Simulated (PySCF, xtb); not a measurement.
ZrF2I2, SMILES [F][Zr]([I])([F])[I], multiplicity 1.

GFN2-xTB run with xtb 6.7.1 at its own geometry gives an orbital gap of 3.02 eV and a dipole moment of 5.46 D.

Geometry: B3LYP-D3(BJ)/def2-SVP. The spin state was assumed, not searched. The structure was generated by enumeration; whether it is a known compound was not checked. The def2 effective core potentials stand for the cores of I, Zr; spin–orbit coupling is left out.

Question: What does PBE/def2-TZVP (PySCF) give? (Estimate from the structure and the level; the computed values follow.)

Answer: gap 3.58 eV (levels -7.01 and -3.42 eV), dipole 0.39 D.
